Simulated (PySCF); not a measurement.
**MGa for M along the chalcogens**

r²SCAN with triple-zeta basis sets in PySCF, for the lowest determinant that a PBE0 search found; no spin–orbit coupling. De refers to high-spin ground-configuration atoms. A positive dipole means M(−)Ga(+).

```csv
M,basis,state (unpaired electrons),Re (Å),ωe (cm⁻¹),De (eV),μ (D)
O,def2-TZVPP,doublet (σ ↑),1.696,775,4.52,3.58
S,def2-TZVPP,doublet (σ ↑),2.061,481,3.94,3.22
Se,x2c-TZVPPall,doublet (σ ↑),2.179,334,3.51,2.83
```

The shortest bond is that of GaO (1.696 Å), the longest that of GaSe (2.179 Å). GaO is bound most strongly (4.52 eV) and GaSe least (3.51 eV).

The rows differ in basis set, which adds steps of its own.

Down a group the atoms grow and get heavier, so bonds lengthen and wavenumbers fall; this series shows no clear exception.

Spin–orbit coupling is left out. States were picked by a PBE0 search and need not be the measured ground states.
